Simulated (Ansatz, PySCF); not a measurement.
Si(H)2(Me)(vinyl) (C3H8Si), SMILES C=C[SiH2]C. Atoms are numbered in the order given.

```xyz
12

Si     0.4799    -0.4258     0.4255
C      1.9342     0.2482    -0.5702
C     -1.1483    -0.0946    -0.4444
C     -2.1335     0.6558     0.0679
H      0.6626    -1.8989     0.6118
H      0.4255     0.2192     1.7723
H      1.8432     1.3377    -0.7051
H      2.8900     0.0416    -0.0623
H      1.9735    -0.2168    -1.5686
H     -1.3048    -0.5329    -1.4406
H     -3.0711     0.8386    -0.4701
H     -2.0482     1.1235     1.0557
```

Geometry: B3LYP-D3(BJ)/def2-SVP. Other conformers were not sampled.

Two levels are set side by side: PBE-D3(BJ)/def2-SVP (Ansatz, an electronic-structure program) and B3LYP-D3(BJ)/def2-SVP (Ansatz). Each level has its own optimised geometry; the coordinates shown are those of the second. Frequencies come from the Hessian of PySCF at each geometry. Differences are taken from unrounded values.

```csv
quantity,B3LYP-D3(BJ),PBE-D3(BJ),PBE-D3(BJ) minus B3LYP-D3(BJ)
mean bond length (Å),1.336,1.344,0.008
bond Si1–C2 (Å),1.887,1.892,0.005
bond Si1–C3 (Å),1.875,1.880,0.005
bond C3–C4 (Å),1.340,1.349,0.008
bond Si1–H5 (Å),1.496,1.509,0.013
bond Si1–H6 (Å),1.494,1.508,0.013
bond C2–H7 (Å),1.102,1.109,0.007
bond C2–H8 (Å),1.102,1.109,0.007
bond C2–H9 (Å),1.102,1.109,0.007
bond C3–H10 (Å),1.100,1.107,0.008
bond C4–H11 (Å),1.096,1.104,0.008
bond C4–H12 (Å),1.096,1.104,0.008
highest harmonic wavenumber (cm⁻¹),3199,3137,-62
mean harmonic wavenumber (cm⁻¹),1398,1361,-37
zero-point energy (kcal/mol),59.96,58.35,-1.61
```

Exact exchange shortens and stiffens bonds; PBE has none. Differences between two approximate levels are no errors against the true value.
